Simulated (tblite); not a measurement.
Species: C2H9ClSSi3.
Atom-mapped SMILES: `[Cl:1][SiH2:2][Si@@H:3]1[CH2:4][SiH2:5][CH2:6][S:7]1` (hydrogens: H8, H9 on Si2; H10 on Si3; H11, H12 on C4; H13, H14 on Si5; H15, H16 on C6)

A start from a force field or distance geometry was refined with GFN2-xTB geometry optimisation, gas phase in tblite 0.8.0. Values at the start:

| coordinate | start |
| --- | --- |
| Cl1–Si2 | 2.048 Å |
| Si2–Si3 | 2.294 Å |
| Si2–H8 | 1.495 Å |
| Si2–H9 | 1.494 Å |
| Si3–C4 | 1.877 Å |
| Si3–S7 | 2.166 Å |
| Si3–H10 | 1.481 Å |
| C4–Si5 | 1.883 Å |
| C4–H11 | 1.086 Å |
| C4–H12 | 1.086 Å |
| Si5–C6 | 1.860 Å |
| Si5–H13 | 1.488 Å |
| Si5–H14 | 1.481 Å |
| C6–S7 | 1.829 Å |
| C6–H15 | 1.088 Å |
| C6–H16 | 1.104 Å |
| Cl1–Si2–Si3 | 110.8° |
| Si2–Si3–C4 | 110.9° |
| Si2–Si3–S7 | 112.2° |
| Si3–C4–Si5 | 101.1° |
| Si3–S7–C6 | 101.3° |
| C4–Si3–S7 | 105.1° |
| C4–Si5–C6 | 107.5° |
| Si5–C6–S7 | 107.2° |
| Si2–Si3–C4–Si5 | -93° |
| Si2–Si3–S7–C6 | 115° |
| Si3–C4–Si5–C6 | -43° |
| Si5–C6–S7–Si3 | -20° |

Task: How do these coordinates change at the GFN2-xTB level?

Result: 
```tsv
coordinate	GFN2-xTB (Å or °)	change
Si5–C6	1.905	+0.045
Si3–C4	1.917	+0.040
Si2–H8	1.462	-0.033
Si2–H9	1.465	-0.029
Si5–H13	1.464	-0.024
Cl1–Si2	2.026	-0.022
C4–Si5	1.905	+0.022
C6–H16	1.087	-0.017
Si5–H14	1.464	-0.017
Si2–Si3	2.308	+0.014
Si3–S7	2.157	-0.009
Si3–H10	1.475	-0.006
C4–H11	1.089	+0.003
C4–H12	1.089	+0.003
C6–S7	1.828	-0.001
C6–H15	1.089	+0.001
Si3–C4–Si5	110.0	+8.9
C4–Si5–C6	102.0	-5.5
Si2–Si3–C4	115.2	+4.3
Cl1–Si2–Si3	106.8	-4.0
Si2–Si3–S7	108.1	-4.1
Si5–C6–S7	110.6	+3.4
Si3–S7–C6	98.1	-3.2
C4–Si3–S7	103.0	-2.1
Si2–Si3–S7–C6	148	+33
Si2–Si3–C4–Si5	-121	-28
Si3–C4–Si5–C6	-19	+24
Si5–C6–S7–Si3	-40	-20
```

The energy falls by 5.3 kcal/mol over 104 L-BFGS steps, the largest force on an atom goes from 2.01 to 0.009 eV/Å, and the atoms move by 0.566 Å rms after alignment. The bond that changes most is Si5–C6 (SiH2 silicon to sp3 carbon bound to sulfur), which lengthens by 0.045 Å. Bonds longer at the end by more than 0.005 Å: 4 of 16; shorter: 8. Among the dihedrals that turn most is H10–Si3–C4–H12, from 27° to -13°. Rotational constants go from 1934, 570.3, 493.7 to 2079, 521.8, 447.6 MHz.

Hardware: Arm Neoverse V2, one thread, no GPU (shared host). Cost: 0.94 s.

Its GFN2-xTB frequencies are all real (lowest 20 cm⁻¹). One conformer, not necessarily the lowest. 3 starts were optimised and ended at 0.00, 0.01 and 0.03 kcal/mol (GFN2-xTB); the lowest of these is shown.

The numbers are calculated, not measured.
